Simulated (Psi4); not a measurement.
CH3S, charge -1, singlet, at a GFN2-xTB geometry (a gas-phase anion, which may not be bound at this level), with bond 4-1 at 2.0 times its length. Base run: Psi4 1.11 with HF/3-21G.

The Psi4 input:
```
memory 2 GB

molecule {
-1 1
C    -0.03158867    1.10849493    0.00618882
S     0.01982142   -0.69556393   -0.00388339
H    -1.06837494    1.46368151   -0.03291479
H     0.90121879    1.89392587    1.82921320
H     0.50594923    1.51316136   -0.85978488
}

set {
  basis 3-21g
}

energy('scf')
print_variables()
```

Each row names what was changed in the base input (with any setting that the change needs).

```
change                        ΔE vs base (mEh)  SCF cycles  basis functions
----------------------------  ----------------  ----------  ---------------
base                                     0.000           9               28
e_convergence = 1e-4                     0.000           9               28
d_convergence = 1e-4                     0.000           8               28
soscf = true                             0.000           5               28
guess = sadno                            0.000          10               28
guess = sapgau                           0.000          10               28
df_basis_scf = cc-pvtz-jkfit             0.014           9               28
scf_type = out_of_core                  -0.077           9               28
guess = sap                              0.000          10               28
scf_type = disk_df                       0.000           9               28
diis_max_vecs = 3                        0.000          10               28
guess = core                             0.000          11               28
scf_type = dfdirj+cosx                  -0.052          10               28
```

A gas-phase anion may not be bound at this level; its values then depend on the basis.
